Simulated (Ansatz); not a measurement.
Saddle point of ZnH₄O₂, closed shell (ZnH₂O₂ ([OH][Zn][OH]) + H₂ → ZnH₂O ([OH][ZnH]) + H₂O (still joined by a long Zn–O bond); bonds formed: Zn1–H5, O2–H4; bonds broken: H4–H5; bonds weakened to dative contacts: Zn1–O2), PBE0-D4/def2-TZVP structure:

Zn1  (-0.032, -0.064, -0.421)
O2  (-0.119, -0.680, 1.419)
O3  (0.407, -0.435, -2.111)
H4  (-0.438, 0.567, 1.262)
H5  (-0.681, 1.303, 0.640)
H6  (0.636, -0.966, 1.941)
H7  (0.227, 0.275, -2.730)
(Å)

Energies are electronic, without zero-point energy. Barriers and step energies count from the start structure reached by relaxing down the imaginary mode; all methods use the PBE0-D4 structures, on which another method's saddle can fall below an end. Program: Ansatz 0.2.0. Basis: def2-TZVPP, with def2-QZVPP for the basis limit. Cores are frozen in the correlated methods. The 3s and 3p shells of Cu and Zn are frozen; filled d shells are correlated. B3LYP uses VWN-RPA correlation. Extrapolation: Hartree–Fock as exp(−7.88 √X), correlation as X^−2.97.

| method | barrier (kJ/mol) | step energy (kJ/mol) |
| --- | --- | --- |
| SPW92 | 60.3 | -64.4 |
| PBE-D4 | 87.1 | -41.7 |
| BLYP-D4 | ? | -34.0 |
| r2SCAN-D4 | ? | -44.1 |
| B97M-V | 97.0 | -51.6 |
| PBE0-D4 | 90.9 | -50.0 |
| B3LYP-D4 | 102.4 | -42.6 |
| r2SCAN0-D4 | 95.1 | -51.3 |
| BHLYP-D4 | 107.0 | -51.1 |
| CAM-B3LYP-D4 | ? | -48.1 |
| wB97X-V | 103.9 | -44.3 |
| wB97M-V | 101.6 | -50.2 |
| B2PLYP | 106.8 | -38.3 |
| PBE-QIDH | 99.2 | -46.8 |
| RPA on PBE | 108.3 | -36.3 |
| HF | 126.4 | -50.7 |
| MP2 | 111.0 | -33.3 |
| CCSD | 109.7 | -44.0 |
| CCSD(T) | 105.9 | -41.9 |

Task: Fill in the withheld barriers. (Judge from chemistry; the value comes from the calculation.)

Result: Computed: BLYP-D4 101.5; CAM-B3LYP-D4 101.3; r2SCAN-D4 93.7 kJ/mol. Each is the energy of the saddle less that of the start structure, by the same method.

For comparison, the barrier by CCSD(T) at an estimated basis limit (MP2 extrapolated from triple and quadruple zeta, plus CCSD(T) − MP2 in triple zeta) is 108.2 kJ/mol.

No T1 diagnostic of these runs exceeds 0.017.

Labels in which every atom is bracketed show which atoms are joined, not bond orders.

For scale, one of the runs: CCSD(T)/def2-TZVPP, 182 basis functions, launched by `ansatz run in.yaml --threads 4 --pin off --events-out ev --progress --plain --max-ram 9574MiB`. Time: 27 s of wall clock on 4 CPU threads of an Arm Neoverse V2; the host was shared. Peak host memory: 1.8 GiB.
